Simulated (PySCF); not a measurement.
**Electronic absorption of BeMe(SiH3)**

BeMe(SiH3), CH₆BeSi.
SMILES: `[SiH3][Be][CH3]`

Level of theory: TDDFT CAM-B3LYP/def2-SVPD, vertical, gas phase, core orbitals frozen in the response (PySCF). Geometry: PBE0-D3(BJ)/def2-SVP; no solvent, vibrations or thermal averaging.

Q: What does the calculation give for the low-lying excited states?

A: 

```
state  E (eV)  ν̃ (cm⁻¹)       f  |μ| (D)  main configurations (H = HOMO, L = LUMO)
   S1    5.46      44000   0.021     1.01                            H→L/L+1 (≥92%)
   S2    5.46      44010   0.021     1.01                            H→L/L+1 (≥92%)
   S3    7.02      56620   0.271     3.19                  H→L+2 (79%), H→L+3 (16%)
   S4    7.26      58520   0.078     1.68                          H-1→L/L+1 (≥86%)
   S5    7.26      58530   0.078     1.69                          H-1→L/L+1 (≥86%)
   S6    7.53      60700  0.0000     0.02                      H-3/H-2→L/L+1 (≥84%)
   S7    7.75      62540   0.010     0.58    H→L+3 (59%), H-1→L+2 (28%), H→L+2 (8%)
   S8    7.77      62630   0.028     0.98                      H-3/H-2→L/L+1 (≥85%)
   S9    7.77      62640   0.028     0.98                      H-3/H-2→L/L+1 (≥85%)
```

Triplets (Tamm–Dancoff): T1 4.61 eV, H→L/L+1 (≥90%); T2 4.61 eV, H→L/L+1 (≥90%); T3 6.26 eV, H-1→L/L+1 (≥81%); T4 6.26 eV, H-1→L/L+1 (≥81%).

The lowest singlet level (S1/S2) lies at 5.46 eV (227 nm, ultraviolet) and is of moderate strength. The most intense listed level is S3 at 7.02 eV (177 nm, f = 0.271), 1.56 eV above S1. S1/S2, S4/S5 and S8/S9 lie within about 0.01 eV of each other in each set. Löwdin shares by element: HOMO silicon 40%, beryllium 30%, carbon 11%, hydrogen 6% or more; LUMO (one of a set within 0.03 eV) beryllium 57%, silicon 23%, carbon 8%. Weighted by f, the mean energy of these states is 7.06 eV. The listed states span 2.31 eV, and the widest gap between neighbours is 1.56 eV (S2 to S3). The oscillator strengths of these states sum to 0.536; summed over the whole spectrum of an exact calculation they would give the number of electrons, 30 (Thomas–Reiche–Kuhn). Orbitals of the list HOMO-3 to LUMO+2 that lie within 0.01 eV of each other are written together with a slash and their weights summed (≥ marks a lower bound); for degenerate orbitals outside that list single weights are arbitrary. The window holds the lowest 10 singlets. The highest level found (8.00 eV, f 0.093 so far) is left out, since the window may have cut off a degenerate partner.
